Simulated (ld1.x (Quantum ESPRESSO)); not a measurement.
## PBE TM dataset for hydrogen, scalar-relativistic all-electron reference.

H (Z = 1), norm-conserving Troullier–Martins (Kleinman–Bylander form), made with ld1.x (Quantum ESPRESSO) 7.5 (PBE, scalar-relativistic). Core none, reference 1s0.75 (charge +0.25). Waves: 1s (bound): rc 1.40 bohr. Local part: the s channel. Core correction: none.

(1) Estimate the cutoffs (Ry, on a coarse ladder) from which the occupation-weighted sum of valence levels, in a spherical-Bessel basis at the reference potential, stays within 10 and 1 mRy of its value at 400 Ry.

(2) What does a ghost test show?

(3) Tests: 1s1; 1s0.5. Which has the largest error in its energy relative to the reference configuration, and how large is it?

Answers

(1) 18 Ry and 30 Ry.

(2) No extra level below or beside the all-electron valence levels (s, p, d, f tested).

(3) 1s0.5, with +0.8 meV (all-electron minus pseudo) on +2.77 eV.
